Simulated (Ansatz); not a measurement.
`[SH][Ga]([Br])[Br]` → 2 Br• + Ga• + H• + S•  (atomization)

Isolated molecules relaxed with PBE0-D4/def2-TZVP in Ansatz; ΔE leaves out vibrations. CCSD(T)/CBS is the MP2 limit (def2-TZVPP, def2-QZVPP) plus CCSD(T) − MP2 in def2-TZVPP, frozen cores. This one scheme is used for every species, atoms too. For atomizations the MP2-based limit and the directly extrapolated one differ by several kJ/mol either way, and by 10 to 25 for some Ge, Se and Sn compounds, so smaller differences from it don't rank the levels. DFT in def2-TZVPP. HSE06 is defined as in plane-wave codes. No spin–orbit coupling; open shells (•) take unrestricted orbitals. Spin–orbit coupling would lower the free atoms: a little for S; clearly for Br, Ga. For Br, Ga outer-core shells are correlated without core-valence functions, so the limit isn't a true one: a few kJ/mol of doubt a bond, and 10 to 20 or more in all where bonds break to atoms. Scalar relativity is left out up to krypton. One conformer a species, not always the lowest.

`[SH][Ga]([Br])[Br]`:

Z-matrix (Å, degrees):
```
Ga
S 1 2.179
Br 1 2.273 2 121.2
Br 1 2.267 2 119.7 3 180.0
H 2 1.345 1 92.5 3 0.0
```

| level | ΔE (kJ/mol) | difference from CCSD(T)/CBS |
| --- | --- | --- |
| LDA (SPW92) | 1525.6 | 191.1 |
| PBE-D4 | 1332.5 | -2.0 |
| revPBE-D4 | 1287.6 | -46.9 |
| BLYP-D4 | 1264.2 | -70.3 |
| r2SCAN-D4 | 1343.3 | 8.8 |
| B97M-V | 1325.5 | -9.0 |
| PBE0-D4 | 1320.5 | -14.0 |
| r2SCANh-D4 | 1333.1 | -1.4 |
| r2SCAN0-D4 | 1319.1 | -15.4 |
| HSE06-D4 | 1322.0 | -12.5 |
| BHLYP-D4 | 1259.9 | -74.6 |
| CAM-B3LYP-D4 | 1279.8 | -54.7 |
| ωB97X-V | 1324.2 | -10.3 |
| ωB97M-V | 1304.1 | -30.4 |
| PBE-QIDH | 1332.6 | -1.9 |
| PBE | 1313.4 | -21.1 |
| revPBE | 1248.0 | -86.5 |
| BLYP | 1225.0 | -109.5 |
| r2SCAN | 1339.1 | 4.6 |
| PBE0 | 1303.8 | -30.7 |
| r2SCANh | 1328.4 | -6.1 |
| r2SCAN0 | 1313.8 | -20.7 |
| HSE06 | 1305.9 | -28.6 |
| BHLYP | 1227.9 | -106.6 |
| CAM-B3LYP | 1261.9 | -72.6 |
| LC-ωPBE | 1284.5 | -50.0 |
| HF/def2-SVP | 938.3 | -396.2 |
| MP2/def2-SVP | 1263.8 | -70.7 |
| CCSD/def2-SVP | 1196.2 | -138.3 |
| CCSD(T)/def2-SVP | 1219.2 | -115.3 |
| HF/def2-TZVPP | 944.0 | -390.5 |
| MP2/def2-TZVPP | 1343.1 | 8.6 |
| SCS-MP2/def2-TZVPP | 1302.6 | -31.9 |
| CCSD/def2-TZVPP | 1259.2 | -75.3 |
| CCSD(T)/def2-TZVPP | 1292.4 | -42.1 |
| HF/def2-QZVPP | 940.4 | -394.1 |
| SCS-MP2/def2-QZVPP | 1327.9 | -6.6 |
| HF/CBS(def2) | 939.9 | -394.6 |
| MP2/CBS(def2) | 1385.1 | 50.6 |
| CCSD/CBS(def2) | 1301.3 | -33.2 |
| CCSD(T)/CBS | 1334.5 | 0 |

Largest T1 diagnostic among the species: 0.013.

In def2-TZVPP, CCSD(T) changes the Hartree–Fock value by +348.4 kJ/mol (the triples alone add +33.2 kJ/mol) and MP2 by +399.0 kJ/mol; breaking electron pairs costs correlation energy, which Hartree–Fock lacks. From PBE to PBE0 (25 % exact exchange), in def2-TZVPP and without D4, ΔE moves by −9.5 kJ/mol: exact exchange takes away binding that semilocal exchange gives to molecules. Leaving LDA and LC-ωPBE aside and taking each functional with its dispersion term where it has one, the values spread over 83.4 kJ/mol, from BHLYP-D4 to r2SCAN-D4. LDA lies +212.2 kJ/mol from PBE without D4, its usual overbinding.
